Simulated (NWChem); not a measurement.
Species: Se, triplet

Program: NWChem. Pople sets run with spherical d functions. Spin-unrestricted. The open p shell is one determinant without spherical averaging. No stability test was run on the SCF state. Total energies compare along this basis series because the functional is fixed.

| level | basis functions | energy (Ha) | highest occupied level (eV) | lowest empty minus highest occupied level, either spin (eV) | <S²> |
|---|---|---|---|---|---|
| PBE/STO-3G | 18 | -2374.3636 | [?] | 0.10 | 2.00 |
| PBE/3-21G | 22 | -2389.7414 | -5.09 | 0.14 | 2.00 |
| PBE/6-31G* | 32 | -2400.8280 | -5.57 | 0.20 | 2.00 |
| PBE/6-311G** | 44 | -2401.0907 | -5.62 | 0.19 | 2.00 |

Task: What belongs in the gaps?

Result: 
- PBE/STO-3G, highest occupied level (eV): -2.10
